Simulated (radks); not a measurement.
Values are calculated unless marked as measured or tabulated.
Neutral manganese inside a hard spherical wall (all orbitals vanish at R), configuration held at [Ar] 3d5 4s2 and not refilled when levels cross. Level of theory: scalar-relativistic Kohn-Sham, LDA (Slater exchange, VWN5 correlation), spin-polarised, spherical densities, finite nucleus; open shells are filled with parallel spins first; Fermi nuclear charge, rms radius 3.7057 fm (a radial shooting solver on a logarithmic mesh with Libxc functionals). Eigenvalues in eV for spin up, with the zero of energy where the potential of the charges vanishes at infinity; a dash marks a level that is unbound or too diffuse for the functional's potential to be trusted. A positive occupied level is held by the wall or, in an anion where self-interaction has pushed it up, behind a barrier. The pressure on the wall is -dE/dV.

R (bohr)  E (hartree)  kinetic (hartree)    e(3s)    e(3p)   e(3d)   e(4s)  e(4p, empty)  e(5s, empty)  pressure (GPa)
free      -1156.34108           1168.534  -86.855  -55.918  -8.322  -5.697        -1.658        -0.063               0
15        -1156.34108           1168.534  -86.855  -55.917  -8.322  -5.697        -1.656         0.252        < 0.0001
10        -1156.34069           1168.538  -86.819  -55.882  -8.287  -5.668        -1.564         1.573          0.0106
8         -1156.33724           1168.565  -86.629  -55.692  -8.103  -5.508        -1.228         3.827           0.159
4         -1155.95553           1170.101  -81.088  -50.215  -2.835   1.635         8.932        41.362            71.7
3         -1154.81961           1173.888  -73.069  -42.375   5.218  17.325        28.158        98.310             597
2.5       -1152.92949           1179.950  -64.246  -33.626  14.895  39.984        53.949        166.48            2220
2         -1147.48648           1196.885  -46.126  -14.936  36.231  96.456        114.17        311.67           10900
